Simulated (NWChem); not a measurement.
System: CsF; SMILES [F][Cs]

Input file for NWChem:

```
start job
memory heap 200 mb stack 900 mb global 1100 mb
geometry units angstroms noautoz
  Cs     0.000000     0.000000    -0.361050
  F      0.000000     0.000000     2.019376
end
basis spherical
  Cs library def2-svp
  F library def2-svp
end
ecp
  Cs library def2-ecp
end
dft
  xc mn15-l
  iterations 150
  mulliken
end
task dft energy
```

Excerpt of the output:

```
             Northwest Computational Chemistry Package (NWChem) 7.3.0
             --------------------------------------------------------

 ORDER OF PRIMARY AXIS IS BEING SET TO 4
 C4V symmetry detected

                             Geometry "geometry" -> ""
                             -------------------------

 Output coordinates in angstroms (scale by  1.889725989 to convert to a.u.)

  No.       Tag          Charge          X              Y              Z
 ---- ---------------- ---------- -------------- -------------- --------------
    1 Cs                  55.0000     0.00000000     0.00000000    -0.33474741
    2 F                    9.0000     0.00000000     0.00000000     2.04567859

 Effective nuclear repulsion energy (a.u.)     110.0402777716

      Symmetry information
      --------------------

 Group name             C4v
 Group number             18
 Group order               8
 No. of unique centers     2

                                 NWChem DFT Module
                                 -----------------

 Summary of "ao basis" -> "ao basis" (spherical)
 ------------------------------------------------------------------------------
       Tag                 Description            Shells   Functions and Types
 ---------------- ------------------------------  ------  ---------------------
 Cs                         def2-svp                10       24   5s3p2d
 F                          def2-svp                 6       14   3s2p1d

      Symmetry analysis of basis
      --------------------------

        a1         16
        a2          0
        b1          3
        b2          3
        e          16

            General Information
            -------------------
          SCF calculation type: DFT
          Wavefunction type:  closed shell.
          No. of atoms     :     2
          No. of electrons :    18
           Alpha electrons :     9
            Beta electrons :     9
          Charge           :     0
          Spin multiplicity:     1
          Use of symmetry is: on ; symmetry adaption is: on
          Maximum number of iterations: 150
          AO basis - number of functions:    38
                     number of shells:    16
          Convergence on energy requested:  1.00D-06
          Convergence on density requested:  1.00D-05
          Convergence on gradient requested:  5.00D-04

              XC Information
              --------------
                       MN15-L Method XC Functional
                        MN15-L Exchange Functional  1.000
                      MN15-L Correlation Potential  1.000

             Grid Information
             ----------------
          Grid used for XC integration:  medium
          Radial quadrature: Mura-Knowles
          Angular quadrature: Lebedev.
          Tag              B.-S. Rad. Rad. Pts. Rad. Cut. Ang. Pts.
          ---              ---------- --------- --------- ---------
          Cs                  2.60      123          14.0       590
          F                   0.50       49           8.0       434
          Grid pruning is: on
          Number of quadrature shells:   172
          Spatial weights used:  Erf1

      Superposition of Atomic Density Guess
      -------------------------------------

 Sum of atomic energies:        -121.90018417

      Non-variational initial energy
      ------------------------------

 Total energy =    -118.853875
 1-e energy   =    -207.568040
 2-e energy   =      70.707574
 HOMO         =      -0.544940
 LUMO         =      -0.048162

      Symmetry analysis of molecular orbitals - initial
      -------------------------------------------------

 !! scf_movecs_sym_adapt:    6 vectors were symmetry contaminated

  Symmetry fudging

 !! scf_movecs_sym_adapt:    4 vectors were symmetry contaminated

  Numbering of irreducible representations:

     1 a1          2 a2          3 b1          4 b2          5 e

  Orbital symmetries:

     1 a1          2 a1          3 a1          4 a1          5 e
     6 e           7 e           8 e           9 a1         10 a1
    11 e          12 e          13 a1         14 a1         15 b2
    16 b1         17 e          18 e          19 a1

     ---------------------------------------------
      Total Density - Mulliken Population Analysis
     ---------------------------------------------

    Atom       Charge   Shell Charges
 -----------   ------   -------------------------------------------------------
    1 Cs   9     8.08  -0.31  1.54  0.78  0.01 -0.00  5.42  0.59  0.01  0.05  0.01
    2 F    9     9.92   1.99  1.18  0.82  3.68  2.26  0.00

   convergence    iter        energy       DeltaE   RMS-Dens  Diis-err
 ---------------- ----- ----------------- --------- --------- ---------
 d= 0,ls=0.0,diis     1   -119.6814886454 -1.38D+02  1.11D-01  1.06D+00
 d= 0,ls=0.0,diis     2   -108.0106660924  1.17D+01  1.10D-01  1.56D+01
 d= 0,ls=0.0,diis     3   -119.7071068608 -1.17D+01  6.42D-03  7.36D-01
 d= 0,ls=0.0,diis     4   -119.7590972286 -5.20D-02  1.48D-02  2.87D-01
 d= 0,ls=0.0,diis     5   -119.7881893880 -2.91D-02  3.69D-03  5.69D-02
  Resetting Diis
 d= 0,ls=0.0,diis     6   -119.7942951853 -6.11D-03  2.74D-04  1.82D-04
 d= 0,ls=0.0,diis     7   -119.7943209105 -2.57D-05  1.03D-04  7.02D-06
 d= 0,ls=0.0,diis     8   -119.7943189900  1.92D-06  7.70D-05  2.71D-05
 d= 0,ls=0.0,diis     9   -119.7943215714 -2.58D-06  5.93D-06  4.05D-08
 d= 0,ls=0.0,diis    10   -119.7943215788 -7.38D-09  4.45D-07  3.78D-10

         Total DFT energy =     -119.794321578811
      One electron energy =     -210.678638652004
           Coulomb energy =       86.460881019139
    Exchange-Corr. energy =      -13.583154854034
 Nuclear repulsion energy =       18.006590908088

 Numeric. integr. density =       18.000002800303

                  Occupations of the irreducible representations
                  ----------------------------------------------

                     irrep           alpha         beta
                     --------     --------     --------
                     a1                5.0          5.0
                     a2                0.0          0.0
                     b1                0.0          0.0
                     b2                0.0          0.0
                     e                 4.0          4.0

                       DFT Final Molecular Orbital Analysis
                       ------------------------------------

 Vector    7  Occ=2.000000D+00  E=-1.769025D-01  Symmetry=e
              MO Center= -4.1D-16,  3.1D-16,  2.0D+00, r^2= 8.3D-01
   Bfn.  Coefficient  Atom+Function         Bfn.  Coefficient  Atom+Function
  ----- ------------  ---------------      ----- ------------  ---------------
    28      0.477066  2 F  px                29     -0.399004  2 F  py
    31     -0.369449  2 F  px                32      0.308996  2 F  py
    18      0.080174  1 Cs d  1              16      0.067055  1 Cs d -1
     6      0.066554  1 Cs px                23      0.062119  1 Cs d  1
     7     -0.055664  1 Cs py                21      0.051955  1 Cs d -1

 Vector    8  Occ=2.000000D+00  E=-1.769025D-01  Symmetry=e
              MO Center=  2.6D-17, -1.2D-16,  2.0D+00, r^2= 8.3D-01
   Bfn.  Coefficient  Atom+Function         Bfn.  Coefficient  Atom+Function
  ----- ------------  ---------------      ----- ------------  ---------------
    29      0.477066  2 F  py                28      0.399004  2 F  px
    32     -0.369449  2 F  py                31     -0.308996  2 F  px
    16     -0.080174  1 Cs d -1              18      0.067055  1 Cs d  1
     7      0.066554  1 Cs py                21     -0.062119  1 Cs d -1
     6      0.055664  1 Cs px                23      0.051955  1 Cs d  1

 Vector    9  Occ=2.000000D+00  E=-1.697739D-01  Symmetry=a1
              MO Center= -2.8D-15, -1.1D-14,  1.8D+00, r^2= 1.4D+00
   Bfn.  Coefficient  Atom+Function         Bfn.  Coefficient  Atom+Function
  ----- ------------  ---------------      ----- ------------  ---------------
    30      0.621193  2 F  pz                33     -0.465487  2 F  pz
     8     -0.223978  1 Cs pz                 2     -0.189007  1 Cs s
    17      0.162114  1 Cs d  0               4      0.122388  1 Cs s
    14     -0.080632  1 Cs pz                 5     -0.078822  1 Cs s
     1      0.072094  1 Cs s                 22     -0.063355  1 Cs d  0

 Vector   10  Occ=0.000000D+00  E=-4.654972D-02  Symmetry=a1
              MO Center=  1.2D-14,  7.9D-15, -1.9D+00, r^2= 1.4D+01
   Bfn.  Coefficient  Atom+Function         Bfn.  Coefficient  Atom+Function
  ----- ------------  ---------------      ----- ------------  ---------------
     5      0.698654  1 Cs s                 14     -0.390392  1 Cs pz
     4      0.312324  1 Cs s                  2     -0.229785  1 Cs s
     3     -0.183064  1 Cs s                  8      0.136181  1 Cs pz
     1      0.104394  1 Cs s                 17     -0.055129  1 Cs d  0
    30     -0.042477  2 F  pz                33      0.030356  2 F  pz

 Vector   11  Occ=0.000000D+00  E=-1.350143D-02  Symmetry=e
              MO Center= -2.2D-14,  7.2D-15, -1.2D+00, r^2= 1.9D+01
   Bfn.  Coefficient  Atom+Function         Bfn.  Coefficient  Atom+Function
  ----- ------------  ---------------      ----- ------------  ---------------
    12      0.988020  1 Cs px                23      0.270831  1 Cs d  1
     6     -0.161649  1 Cs px                 9     -0.062964  1 Cs px
    18      0.049454  1 Cs d  1

 Vector   12  Occ=0.000000D+00  E=-1.350143D-02  Symmetry=e
              MO Center= -2.7D-15, -1.3D-15, -1.2D+00, r^2= 1.9D+01
   Bfn.  Coefficient  Atom+Function         Bfn.  Coefficient  Atom+Function
  ----- ------------  ---------------      ----- ------------  ---------------
    13      0.988020  1 Cs py                21     -0.270831  1 Cs d -1
     7     -0.161649  1 Cs py                10     -0.062964  1 Cs py
    16     -0.049454  1 Cs d -1

     ---------------------------------------------
      Total Density - Mulliken Population Analysis
     ---------------------------------------------

    Atom       Charge   Shell Charges
 -----------   ------   -------------------------------------------------------
    1 Cs   9     8.39  -0.32  1.58  0.76  0.02 -0.00  5.38  0.62  0.04  0.24  0.09
    2 F    9     9.61   1.99  1.12  0.87  3.26  2.37  0.00

     -------------------------------------------
      Total Density - Lowdin Population Analysis
     -------------------------------------------

    Atom       Charge   Shell Charges
 -----------   ------   -------------------------------------------------------
    1 Cs   9     8.49   0.01  0.96  0.94  0.10  0.02  4.70  1.28  0.07  0.29  0.11
    2 F    9     9.51   1.98  1.04  0.86  3.18  2.44  0.00

     Multipole analysis of the density
     ---------------------------------

     L   x y z        total         alpha         beta         nuclear
     -   - - -        -----         -----         ----         -------
     0   0 0 0     -0.000000     -9.000000     -9.000000     18.000000

     1   1 0 0     -0.000000     -0.000000     -0.000000      0.000000
     1   0 1 0     -0.000000     -0.000000     -0.000000      0.000000
     1   0 0 1     -3.006954    -16.052837    -16.052837     29.098720

     2   2 0 0    -18.252651     -9.126326     -9.126326      0.000000
     2   1 1 0     -0.000000     -0.000000     -0.000000      0.000000
     2   1 0 1      0.000000      0.000000      0.000000      0.000000
     2   0 2 0    -18.252651     -9.126326     -9.126326      0.000000
     2   0 1 1      0.000000      0.000000      0.000000      0.000000
     2   0 0 2    -30.494702    -84.296934    -84.296934    138.099166
```

Level: MN15-L/def2-SVP with def2 effective core potentials on Cs. All runs use the structure optimised with PBE0-D3(BJ)/def2-TZVP. def2 effective core potentials on Cs; no spin-orbit coupling.
